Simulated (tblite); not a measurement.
Compound: C₅H₅O₃P.
Z-matrix (Å and degrees, GFN2-xTB geometry), rows numbered from 1:
```
C 
O   1  1.4194
C   2  1.3373  1  115.93
O   3  1.2062  2  124.35  1     0.05
C   3  1.4724  2  111.61  1  -179.94
C   5  1.3699  3  126.37  2   179.92
P   6  1.7583  5  111.11  3   179.94
C   7  1.7172  6   86.82  5     0.02
O   8  1.3297  7  116.31  6     0.01
H   1  1.0920  2  110.31  3    60.15
H   1  1.0868  2  106.05  3  -179.94
H   1  1.0921  2  110.35  3   -60.01
H   6  1.0738  5  122.75  3    -0.03
H   8  1.0768  7  128.57  6   179.98
```

Method: GFN2-xTB as coded in tblite; computed harmonic values from a numerical Hessian at the method's own geometry, unscaled. Against measured fundamentals such values can be off by several per cent, at times by over 20. One conformer, not necessarily the lowest.

Harmonic wavenumbers (cm⁻¹): 50.0, 58.6, 111.7, 119.7, 216.0, 277.8, 347.9, 425.3, 475.5, 555.3, 626.8, 715.1, 727.6, 753.8, 806.9, 843.4, 904.9, 935.5, 1009.4, 1090.0, 1123.4, 1139.6, 1154.0, 1184.7, 1257.3, 1303.0, 1387.3, 1439.6, 1461.3, 1480.2, 1745.3, 2976.8, 2988.5, 3047.7, 3114.0, 3150.4.

A = 4246, B = 811.7, C = 684.3 MHz; mass 143.998 u (most abundant isotopes); point group Cs, symmetry number 1.

Task: Zero-point energy?

Result: Half the sum of the wavenumbers: 20502 cm⁻¹ = 245.26 kJ/mol.

Task: Give the ideal-gas entropy at 298.15 K and 1 bar in the rigid-rotor, harmonic-oscillator model (classical rotation).

Result: Translation 170.84, rotation 122.59, vibration 103.96: S = 397.4 J/(mol K).

Task: And Cp and H(298.15 K) − H(0)?

Result: Cp = 136.05 J/(mol K), of which vibrations give 102.79 (their classical limit is 36 R = 299.3); H(298.15 K) − H(0) = 25.70 kJ/mol without the zero-point energy, 15.78 from vibrations.

Task: How do the functions run with temperature in this model?

Result: 
```tsv
T (K)	S (J/(mol K))	Cp (J/(mol K))	H − H(0) (kJ/mol)	G − H(0) (kJ/mol)	ln q(vib)
100	291.2	71.7	5.30	-23.82	1.73
200	350.2	102.6	13.99	-56.05	4.01
300	398.2	136.7	25.95	-93.52	6.18
500	482.6	194.9	59.46	-181.82	10.38
800	586.6	246.1	126.44	-342.80	16.30
1000	643.8	266.5	177.82	-465.98	19.91
```

q(vib) and H(0) count from the zero-point level.

Task: Which modes carry the vibrational entropy at 298.15 K?

Result: 50.0 cm⁻¹: 20.16; 58.6 cm⁻¹: 18.84; 111.7 cm⁻¹: 13.55; 119.7 cm⁻¹: 12.99; 216.0 cm⁻¹: 8.34; 277.8 cm⁻¹: 6.47 J/(mol K); the other 30 give 23.60 together.

Hindered rotation and anharmonicity are outside this model. Other conformers, if any are populated, would add a mixing term that is left out.
